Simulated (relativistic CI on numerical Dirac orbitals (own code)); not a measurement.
One change at a time: Ce51+

Base calculation: Dirac-Coulomb-Breit CI, KLI orbitals optimised for each configuration, a model potential for QED, unscaled Slater integrals.

CI space (outside the closed core 1s2): 2s2.2p3, 2s.2p4, 2p5, 2p4.3s, 2p4.3p, 2p4.3d, 2s2.2p2.3s, 2s2.2p2.3p, 2s2.2p2.3d, 2s.2p3.3s, 2s.2p3.3p, 2s.2p3.3d, 2s2.2p2.4s, 2s2.2p2.4p, 2s2.2p2.4d, 2s2.2p2.4f. Levels of other configurations are missing.

Variants: (1) QED terms removed. Shifts of the energy above 2s2.2p3 2P°_3/2, in eV, for the lowest level and the first level of each name with at least 55 % of one term (blank where a level changes its place among those of its configuration and J or its character, or is not in the variant):

| Level | Base | Δ(1) |
| --- | --- | --- |
| 2s2.2p3 2P°_3/2 | 0.00 | 0.00 |
| 2s2.2p3 2D°_5/2 | 470.11 | -0.76 |
| 2s2.2p3 2P°_1/2 | 505.16 | -0.72 |
| 2s.2p4 4P_5/2 | 690.05 | +7.10 |
| 2s.2p4 2S_1/2 | 766.63 | +7.10 |
| 2s.2p4 4P_3/2 | 1160.28 | +6.37 |
| 2s.2p4 2D_5/2 | 1195.43 | +6.37 |
| 2s.2p4 2P_1/2 | 1237.67 | +6.38 |
| 2p5 2P°_3/2 | 1516.11 | +14.10 |
| 2p5 2P°_1/2 | 1987.79 | +13.47 |
| 2s2.2p2.3s 4P_3/2 | 5777.86 | -2.16 |
| 2s2.2p2.3s 2P_1/2 | 5785.83 | -2.16 |
| 2s2.2p2.3s 2D_5/2 | 5795.84 | -2.16 |
| 2s2.2p2.3s 2D_3/2 | 5800.82 | -2.16 |

At this charge energies of transitions that change n are usually good to better than 1 %, and those within a shell (Δn = 0) to a few per cent.

Ionisation energy from the two ground configurations alone: base 9801.6 eV. The NIST ASD value (theoretical) is 9803 eV.

LS names give the leading component of a level, which can be under half, so a name can repeat, a term be missing and a line seem to break the LS rules.
